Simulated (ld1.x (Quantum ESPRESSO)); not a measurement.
Building the RRKJ potential for cobalt (Co) (PBE, scalar-relativistic).

```
Element                 : cobalt (Co)
Generator               : ld1.x (Quantum ESPRESSO) 7.5
Type                    : norm-conserving RRKJ (Kleinman–Bylander form)
Functional              : PBE
Relativity              : scalar-relativistic
Frozen core             : [Ar]
Valence charge          : 9
Reference configuration : 3d7 4s1.75 4p0.25
Partial waves           : 4p (bound): rc 2.40 bohr; 3d (bound): rc 1.80 bohr; 4s (bound): rc 1.70 bohr
Local potential         : the s channel
Core correction         : none
```

All-electron outer shells of the reference configuration (PBE, scalar-relativistic, ld1.x):

```csv
shell,level (eV),outermost node (bohr),outermost maximum (bohr)
3s,-102.91,0.31,0.66
3p,-66.14,0.28,0.68
3d,-8.69,–,0.66
4s,-5.79,0.96,2.32
4p,-1.52,1.05,3.21
```

Question: Does the generator finish with these settings?

Answer: Yes, a potential is produced and its reference levels are reproduced.

Question: Estimate the cutoffs (Ry, on a coarse ladder) from which the occupation-weighted sum of valence levels, in a spherical-Bessel basis at the reference potential, stays within 10 and 1 mRy of its value at 400 Ry.

Answer: 55 Ry and 90 Ry.

Question: Does the potential have ghost states?

Answer: No extra level below or beside the all-electron valence levels (p, d, s, f tested).

Question: Which valence shell sets the plane-wave cutoff?

Answer: 3d: its level needs 60 Ry to come within 1 mRy, against 40 Ry for 4s.

Question: Tests: 3d7 4s2 4p0; 3d7 4s1 4p0; 3d7 4s0 4p0; 3d7 4s0 4p1; 3d8 4s0 4p0; 3d6 4s2 4p0; 3d7 4s1 4p1. Which has the largest error in its energy relative to the reference configuration, and how large is it?

Answer: 3d7 4s0 4p0, with +80 meV (all-electron minus pseudo) on +24.76 eV.
